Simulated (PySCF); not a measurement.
# Assignment exercise: C4H14AlNO

Atoms are numbered as in `[CH3:1][O:2][AlH2-:3][N+:4]([CH3:5])([CH3:6])[CH3:7]`; H(Xn) means a hydrogen on atom n.

One computed conformer, relativity neglected, gas phase, averaged over atoms made equivalent by symmetry, fast rotation or ring inversion. NMR shieldings at KT2/pcSseg-1/GIAO; PBE0-D3(BJ)/def2-SVP geometry; PySCF.

Referencing at the same level of theory: ¹³C (σ = 183.22 ppm) and ¹H (σ = 31.18 ppm) vs TMS.

(1) Assign these signals to the numbered atoms. ¹³C{¹H} NMR (computed): δ 54.4, 46.9.

(2) Assign these signals to the numbered atoms. ¹H NMR (600 MHz, computed): δ 4.08 (br, 2H), 3.99 (s, 3H), 2.41 (s, 9H).

Results:

(1) 
```tsv
δ (ppm)	atoms	environment	reason
54.4	C1	methyl carbon bonded to O	pulled downfield by the heteroatom
46.9	C5/C6/C7	methyl carbon bonded to N	deshielded by the electronegative neighbour
```

(2) 
4.08 → H(Al3), hydrogen on an aluminium bonded to N, O
3.99 → H(C1), hydrogen on a methyl carbon bonded to O: its carbon carries O, an electronegative neighbour
2.41 → H(C5)/H(C6)/H(C7), hydrogen on a methyl carbon bonded to N: its carbon carries N, an electronegative neighbour

H(Al3) and H(C1) lie closer than the usual error of such a calculation, so a measured spectrum could show them in the other order.

Hydrides on Al or Ga are broadened by the quadrupolar metal nucleus. Shifts are as computed. Against solution values, carbons near 30 ppm lie about +2 ppm off and those near 130 ppm about -5 ppm. Of 1309 compounds with measured shifts, 239 miss one by over three times the rms of a fit or turn the order of signals round; such compounds aren't used in these exercises. Multiplicities follow the n + 1 count of equivalent neighbours, as no J values were calculated; m marks all less simple cases, F and P coupling included.
